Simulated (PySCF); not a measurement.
**Ti: ionisation energy**

Ti [Ar] 3d2 4s2 (3F) → Ti⁺ [Ar] 3d2 4s1 (4F), as a difference of total energies. All numbers are calculated (PySCF 2.14, the non-relativistic Hamiltonian (point nucleus), in cc-pVTZ (7s6p4d2f1g, 68 functions)). Correlated levels: valence: [Ar] frozen. The calculations carry no spin-orbit coupling.

```json
{"method": "UHF", "ionisation energy (eV)": "5.524", "difference from reference (eV)": "-1.304"}
{"method": "r2SCAN", "ionisation energy (eV)": "6.364", "difference from reference (eV)": "-0.464"}
{"method": "BP86", "ionisation energy (eV)": "6.808", "difference from reference (eV)": "-0.020"}
{"method": "MP2 (valence)", "ionisation energy (eV)": "6.306", "difference from reference (eV)": "-0.522"}
{"method": "SCS-MP2 (valence)", "ionisation energy (eV)": "6.474", "difference from reference (eV)": "-0.354"}
```

Reference: 6.828 eV (measured; NIST levels, between the centres of gravity of the two terms).

These non-relativistic numbers lack the scalar-relativistic shift.

Errors of the correlated levels include the incompleteness of this basis and the frozen core.

MP2 underrates the near-degeneracy of ns² with np² in the lower species.
